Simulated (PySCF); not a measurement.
**Radial density of N²⁺ (nitrogen, charge +2)**

UHF, [He] 2s2 2p1, 2P determinant. All numbers are calculated (PySCF 2.14, scalar relativity by spin-free X2C-1e, in x2c-SVPall).

| r (bohr) | 4πr²ρ (e/bohr) | 4πr²(ρα − ρβ) |
| --- | --- | --- |
| 0.00388 | 0.03622 | 0.0000 |
| 0.00652 | 0.1010 | 0.0001 |
| 0.0110 | 0.2746 | 0.0004 |
| 0.0184 | 0.7053 | 0.0010 |
| 0.0310 | 1.649 | 0.0022 |
| 0.0522 | 3.478 | 0.0047 |
| 0.0878 | 5.980 | 0.0101 |
| 0.148 | 7.475 | 0.0309 |
| 0.248 | 5.450 | 0.1270 |
| 0.418 | 2.213 | 0.3966 |
| 0.703 | 2.196 | 0.8128 |
| 1.18 | 2.351 | 0.7036 |
| 1.99 | 0.5322 | 0.1439 |
| 3.34 | 0.01787 | 0.0067 |
| 5.62 | 1.814e-05 | 0.0000 |

Densities and radii are taken from the X2C orbitals without a picture-change correction, which distorts them close to the nucleus.
